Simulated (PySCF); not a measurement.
2-methylbut-1-ene (C5H10), SMILES C=C(C)CC.

Coordinates come from a PBE0-D3(BJ)/def2-SVP optimisation. One conformer was computed; it need not be the lowest.

These are TDA-CAM-B3LYP/def2-SVPD run with PySCF values and carry that method's errors.

Vertical excitations. Isolated molecule, no solvent.

| state | energy (eV) | λ (nm) | f | main pairs |
|---|---|---|---|---|
| S1 | 6.86 | 181 | 0.030 | HOMO→LUMO 75 %, HOMO→LUMO+1 13 % |
| S2 | 7.53 | 165 | 0.487 | HOMO→LUMO+1 77 %, HOMO→LUMO 14 % |
| S3 | 7.79 | 159 | 0.019 | HOMO→LUMO+3 60 %, HOMO→LUMO+2 26 % |
| S4 | 7.95 | 156 | 0.026 | HOMO→LUMO+2 46 %, HOMO→LUMO+3 28 %, HOMO→LUMO+4 9 % |
| S5 | 8.16 | 152 | 0.002 | HOMO−1→LUMO+1 56 %, HOMO−1→LUMO 30 % |
| S6 | 8.29 | 150 | 0.090 | HOMO→LUMO+4 74 %, HOMO→LUMO+2 13 % |
| S7 | 8.70 | 143 | 0.032 | HOMO→LUMO+5 56 %, HOMO−2→LUMO+1 11 %, HOMO−2→LUMO 10 % |
| S8 | 8.73 | 142 | 0.007 | HOMO→LUMO+6 63 % |
| S9 | 8.75 | 142 | 0.009 | HOMO−2→LUMO 25 %, HOMO−2→LUMO+1 25 %, HOMO→LUMO+5 16 %, HOMO→LUMO+6 10 % |
| S10 | 9.09 | 136 | 0.024 | HOMO→LUMO+7 83 % |
| T1 | 4.30 | 288 | 0 | HOMO→LUMO+1 63 %, HOMO→LUMO 24 % |
| T2 | 6.74 | 184 | 0 | HOMO→LUMO 61 %, HOMO→LUMO+1 24 % |
| T3 | 7.69 | 161 | 0 | HOMO→LUMO+3 41 %, HOMO→LUMO+2 18 %, HOMO−1→LUMO+1 16 %, HOMO−1→LUMO 7 % |
| T4 | 7.71 | 161 | 0 | HOMO−1→LUMO+1 38 %, HOMO−1→LUMO 19 %, HOMO→LUMO+2 13 %, HOMO→LUMO+3 9 % |
Triplets are in the Tamm–Dancoff approximation.
